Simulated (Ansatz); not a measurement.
All numbers were calculated with Ansatz.

A structure relaxed at PBE0-D4/def2-TZVP, charge 0, multiplicity 1:

Cartesian coordinates in Å:
```
C 1.361 -1.965 -0.519
C 0.659 -1.006 -0.738
Si -0.409 0.474 -0.904
Al -0.700 1.141 1.442
H 1.980 -2.816 -0.348
H -1.658 0.068 -1.605
H 0.300 1.464 -1.760
H 0.348 2.116 2.128
H -1.882 0.524 2.304
```

(1) Give its formula and SMILES.

(2) Point group (tolerance 0.08 Å, 0.16 Å for H)?

(3) Summarise the bond lengths by kind.

## Answers

(1) C2H5AlSi, `C#C[SiH2][AlH2]`.

(2) Cs.

(3) 1 × C–C 1.208 Å; 1 × C–H 1.066 Å; 1 × C–Si 1.832 Å; 1 × Al–Si 2.457 Å; 2 × H–Si 1.488 Å; 2 × Al–H 1.588 Å.
